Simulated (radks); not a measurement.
The numbers below are computed, except where a source is named.
Kinetic energies: the exact non-interacting value of the Kohn-Sham orbitals and orbital-free approximations, as 100 (|E| - |E exact|)/|E exact|, negative where the magnitude is too small. Species: Sb3+ [Kr] 4d10 5s2; Re+ [Xe] 4f14 5d5 6s1; Ne3+ [He] 2s2 2p3; P14+ 1s1. Code: a radial shooting solver on a logarithmic mesh with Libxc functionals. Model: non-relativistic Kohn-Sham, r2SCAN, spin-polarised, spherical densities, point nucleus; meta-GGA in the generalised Kohn-Sham scheme. Every spin shell is full or empty, so the densities are truly spherical. Functionals are evaluated on that one density, not self-consistently.

exact (hartree): Sb3+ 6311.81; Re+ 15784.5; Ne3+ 124.118; P14+ 112.500
Thomas-Fermi: Sb3+ -5.25; Re+ -4.74; Ne3+ -8.57; P14+ -8.23
von Weizsacker: Sb3+ -58.67; Re+ -63.78; Ne3+ -24.35; P14+ 0.00
TF + vW: Sb3+ +36.08; Re+ +31.48; Ne3+ +67.08; P14+ +91.77
TF + vW/5: Sb3+ +3.01; Re+ +2.50; Ne3+ +6.56; P14+ +11.77
LC94: Sb3+ +0.08; Re+ -0.01; Ne3+ +0.19; P14+ +2.36
APBEK: Sb3+ +0.14; Re+ +0.02; Ne3+ +0.26; P14+ +2.20
revAPBEK: Sb3+ +0.31; Re+ +0.17; Ne3+ +0.83; P14+ +3.09
Thakkar: Sb3+ -0.56; Re+ -0.78; Ne3+ +0.18; P14+ +2.55
Pearson: Sb3+ -0.90; Re+ -0.88; Ne3+ -2.72; P14+ -2.22
PG1: Sb3+ +14.99; Re+ +12.72; Ne3+ +34.93; P14+ +55.48
